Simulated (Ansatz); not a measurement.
A made-up structure of C$_{2}$H$_{2}$I (charge -1), closed shell:

```
5
angstrom
C -0.4186 0.2407 -0.0988
C 0.5806 -0.0151 -0.8564
I 1.5650 -0.9861 0.6371
H -0.9622 0.7022 -0.6897
H -0.7647 0.0583 1.0078
```

It is relaxed with PBE-D4/def2-SVPD and then PBE0-D4/def2-TZVPD (Ansatz 0.2.0). Atoms count as bonded within 1.22 times the sum of their covalent radii (H–H: 0.88 Å). The end point is not checked to be a true minimum.

Problem. Does its bonding change? (Judge from chemistry; the calculation decides.)

Solution. The calculation gives: Yes. Formed: none; broken: C1–I3.

Where it ends: The first stage lowers the energy by 2.57 eV in 10 steps. It ends as C₂H₂I ([CH2][C][I]), total charge -1:
| atom | x (Å) | y (Å) | z (Å) |
| --- | --- | --- | --- |
| C1 | -0.5126 | 0.2987 | -0.1327 |
| C2 | 0.6067 | -0.0554 | -0.7702 |
| I3 | 1.9446 | -1.2135 | 0.7533 |
| H4 | -1.2272 | 0.8539 | -0.7493 |
| H5 | -0.8116 | 0.1163 | 0.8989 |

Labels in which every atom is bracketed show which atoms are joined, not bond orders.

For scale, one of the runs: PBE0-D4/def2-TZVPD relaxation, 151 basis functions, launched by `ansatz run in.yaml --threads 2 --pin off --events-out ev --progress --plain --max-ram 4352MiB`. Hardware: 2 CPU threads of an AMD EPYC 9R45, shared host. Wall time about 11 s.
